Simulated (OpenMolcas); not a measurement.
Re5+ among 4 point charges of -1.5 e arranged as a square (D4h), 2.21 Å from the ion.
```
   2.2100    0.0000    0.0000  -1.50
   0.0000    2.2100    0.0000  -1.50
  -2.2100    0.0000    0.0000  -1.50
   0.0000   -2.2100    0.0000  -1.50
```

```json
{"Program": "OpenMolcas 26.06", "Method": "CASSCF", "Basis": "ANO-RCC-VDZP [7s6p4d2f1g]", "Scalar Hamiltonian": "DKH2, point nucleus", "Active space": "2 electrons in 5 orbitals (5d)", "State averaging": "2S+1 = 3 even, 10 roots; 2S+1 = 1 even, 15 roots", "Spin-orbit coupling": "RASSI with atomic mean-field integrals over the reference wave functions"}
```

Question: What is the spin-free ground state (labels of D4, the rotations of D4h)?

Answer: 3A2, 1-fold in its orbital part, 91 % from free-ion F terms; it has the highest spin that d2 allows.

Question: Where is the first state of the same spin?

Answer: 3E at 286 cm-1 above the ground state. The two act as a nearly degenerate pair, with unquenched orbital momentum.

Question: What are the lowest two levels with spin-orbit coupling?

Answer: A 1-fold level A1, then a 2-fold level E 2330 cm-1 above it. Their leading multiplicities are 3 (93 %) and 3 (94 %).

Question: What is χT at 300 K, and how does it compare with the textbook value?

Answer: The lowest level has 2S+1 = 3, for which the spin-only value is χT = S(S+1) / 2 = 1.000 cm3 K/mol (g = 2). The computed 0.043 at 300 K differs by -0.957, through orbital momentum, spin-orbit coupling and any other state in reach.

Spin-orbit coupling mixes the spin-free states strongly: the lowest level takes only 56 % from its leading state, 3E, which lies 286 cm-1 above the lowest spin-free state. Without dynamic correlation the repulsion within the d shell is too large (B by tens of per cent), so at a given field states of lower spin stand too high. Point charges carry no covalency, so the field is a model and not that of real ligands. No measured value stands beside these numbers.
